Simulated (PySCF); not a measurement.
**Core-level binding energies of `[Cl][Ge]([Cl])([Cl])[Cl]`**

GeCl₄.
Cartesian coordinates in Å at the PBE0-D3(BJ)/def2-SVP level; atoms count from 1:
```xyz
5
GeCl4 angstrom
Cl    -0.9192   -1.6079   -1.0722
Ge     0.0190   -0.0197   -0.0201
Cl     2.1062   -0.3833    0.1315
Cl    -0.3074    1.7973   -1.0688
Cl    -0.8065    0.1088    1.9331
```

The calculation used delta-SCF UKS SCAN, pcX-2 on the ionised atom, pcseg-1 elsewhere, spin-free X2C (PySCF 2.14.0). These are vertical core ionisation energies against the vacuum level, from separate self-consistent calculations with and without the core hole.

List the computed XPS lines with their assignment.

```csv
atom(s),environment,level,binding energy (eV),2p1/2 (eV),count
Cl1/Cl3/Cl4/Cl5,chlorine bonded to Ge,Cl 2p3/2,206.67,208.32,4
Cl1/Cl3/Cl4/Cl5,chlorine bonded to Ge,Cl 1s,2829.26,–,4
```

What is the longest wavelength that can ionise Cl 2p3/2 of Cl1/Cl3/Cl4/Cl5 vertically?

λ = hc/E = 12398.42 eV Å / 206.67 eV = 59.991 Å.

Which photon energy gives electrons from Cl 2p3/2 of Cl1/Cl3/Cl4/Cl5 a kinetic energy of 50 eV, and what is their de Broglie wavelength?

hν = 206.67 + 50 = 256.67 eV, recoil neglected; λ = 12.264 Å/√(E/eV) = 1.73 Å.

The first atom of each set that the bonding makes equivalent was ionised and stands for the set. The 2p values add to the ΔSCF energy of one spin-free hole a correction within the shell (spin–orbit coupling, ligand field). 2p1/2 minus 2p3/2 (ligand field included): Cl 1.65 eV. No level of germanium is listed. Geometry: PBE0-D3(BJ)/def2-SVP; no solvent, vibrations or thermal averaging.
